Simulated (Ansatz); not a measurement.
Reaction (cleavage of the Si–Ge bond): `[SiH3][Ge]([Cl])([Cl])[Cl]` + `O[SiH](O)[SiH3]` → `O[SiH]([SiH3])O[SiH3]` + `[Cl][GeH]([Cl])[Cl]`

Calculated with Ansatz (gas phase, PBE0-D4/def2-TZVP geometries, no zero-point term in ΔE). CBS: MP2 limit from def2 TZ/QZ plus the TZ coupled-cluster correction, frozen cores. This one scheme is used for every species. Functionals use def2-TZVPP. B3LYP here is the variant with VWN-RPA as its local correlation; programs differ in this. For Ge outer-core shells are correlated without core-valence functions, which leaves a few kJ/mol of doubt a bond. Scalar relativity is left out up to krypton. Each species was taken in one conformer, which may not be the lowest.

```
             level  ΔE (kJ/mol)
          B3LYP-D4        -68.4
           ωB97X-V        -72.0
              BLYP        -61.2
CCSD(T)/def2-TZVPP        -73.1
```

**Question.** What does CCSD(T)/CBS give? (An estimate is asked.)

**Answer.** The calculation gave: -71.4 kJ/mol. The listed levels differ from it by 3.0, -0.6, 10.2, -1.7 kJ/mol.

**Question.** What do rigid-rotor, harmonic-oscillator terms from PBE0-D4/def2-TZVP frequencies (298.15 K, 1 bar) make of the CCSD(T)/CBS value? (Best estimate.)

**Answer.** Ansatz gave: ΔZPE = -2.8 kJ/mol, ΔH = -75.7 kJ/mol, ΔS = 9 J/(mol·K), ΔG = -78.3 kJ/mol. Modes under 50 cm⁻¹ make the entropy rough.

Largest T1 diagnostic among the species: 0.013.

In def2-TZVPP, CCSD(T) changes the Hartree–Fock value by +25.5 kJ/mol (the triples alone add +3.7 kJ/mol) and MP2 by +23.4 kJ/mol. Leaving LDA and LC-ωPBE aside and taking each functional with its dispersion term where it has one, the values, not all of them listed here, spread over 32.2 kJ/mol, from BHLYP-D4 to PBE-D4. LDA lies −4.6 kJ/mol from PBE without D4.
